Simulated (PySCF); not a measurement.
In(Br)(Me)(NH2) (CH5BrInN), SMILES [CH3][In]([NH2])[Br].

Geometry: B3LYP-D3(BJ)/def2-SVP. The structure was generated by enumeration; whether it is a known compound was not checked. The def2 effective core potentials stand for the cores of In; spin–orbit coupling is left out. Other conformers were not sampled.

These are B3LYP-D3(BJ)/def2-SVP (PySCF) values and carry that method's errors.

Frequencies are harmonic and unscaled.

| mode | ν (cm⁻¹) | IR (km/mol) | moving atoms (share of kinetic energy) |
|---|---|---|---|
| 1 | 30 | 0.1 | H 99 % |
| 2 | 88 | 2.0 | C 43 %, H 21 %, In 16 %, Br 15 % |
| 3 | 111 | 3.9 | N 32 %, In 28 %, C 19 %, H 18 % |
| 4 | 112 | 5.1 | N 49 %, H 22 %, In 12 %, C 11 % |
| 5 | 234 | 20.5 | Br 60 %, In 35 % |
| 6 | 285 | 64.2 | H 90 % |
| 7 | 340 | 116.9 | H 81 %, N 18 % |
| 8 | 495 | 13.8 | C 70 %, H 18 %, In 9 % |
| 9 | 608 | 45.1 | N 67 %, H 18 %, In 14 % |
| 10 | 711 | 15.5 | H 87 % |
| 11 | 725 | 16.2 | H 85 %, C 13 % |
| 12 | 761 | 96.5 | H 84 %, C 9 % |
| 13 | 1184 | 2.3 | H 83 %, C 17 % |
| 14 | 1430 | 2.7 | H 95 % |
| 15 | 1432 | 1.0 | H 95 % |
| 16 | 1509 | 8.6 | H 91 %, N 9 % |
| 17 | 3052 | 5.2 | H 98 % |
| 18 | 3163 | 1.0 | H 90 %, C 10 % |
| 19 | 3168 | 1.8 | H 90 %, C 10 % |
| 20 | 3537 | 14.2 | H 96 % |
| 21 | 3643 | 18.2 | H 91 %, N 9 % |
